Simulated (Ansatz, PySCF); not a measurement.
CH4O (SMILES CO) and CH4S (SMILES CS) are pulled apart as rigid monomers along the line of their centres of mass, from the B3LYP-D3(BJ)/def2-TZVP minimum. Starting geometry (charge 0, multiplicity 1):
```xyz
12

C     -0.28958    -0.54513     0.09042
O     -0.19982     0.76841     0.63524
H     -1.26774    -0.73014    -0.36515
H     -0.15097    -1.23494     0.92132
H      0.49238    -0.73349    -0.65195
H     -0.27797     1.41032    -0.07701
C     -1.22501     0.03618     3.92232
S      0.55685    -0.32313     3.78605
H     -1.74194    -0.21588     2.99933
H     -1.60891    -0.58467     4.73005
H     -1.39599     1.08235     4.16696
H      0.76947     0.43259     2.69535
```

Interaction energies with rigid monomers; basis-set methods are counterpoise corrected unless marked otherwise.

Rows in 6-31G* carry no dispersion term and start afresh at each structure (6-31G* with six Cartesian d functions). MP2/6-31G* freezes PySCF's default core.

Codes used: Ansatz (a first-principles code); PySCF for 6-31G* rows, the dispersion terms. Values without a source in brackets are computed.

| O2···H12 (Å) | r2SCAN/def2-TZVPPD (kJ/mol) | r2SCAN-D3(BJ)/def2-TZVPPD (kJ/mol) | B3LYP/6-31G* (no counterpoise) (kJ/mol) | M06-2X/6-31G* (no counterpoise) (kJ/mol) | MP2/6-31G* (kJ/mol) |
|---|---|---|---|---|---|
| 2.09 | -9.1 | -11.8 | -9.3 | -20.6 | -3.9 |
| 2.30 | -11.3 | -13.7 | -12.2 | -20.3 | -8.6 |
| 2.63 | (withheld) | -11.8 | -10.7 | -15.2 | -9.0 |
| 3.18 | -5.6 | (withheld) | -5.9 | -8.2 | -6.1 |
| 4.07 | -2.3 | -3.0 | -2.2 | -2.9 | -2.9 |

Q: Complete the blanks.

A: 
- 2.63, r2SCAN/def2-TZVPPD (kJ/mol): -9.8
- 3.18, r2SCAN-D3(BJ)/def2-TZVPPD (kJ/mol): -7.0
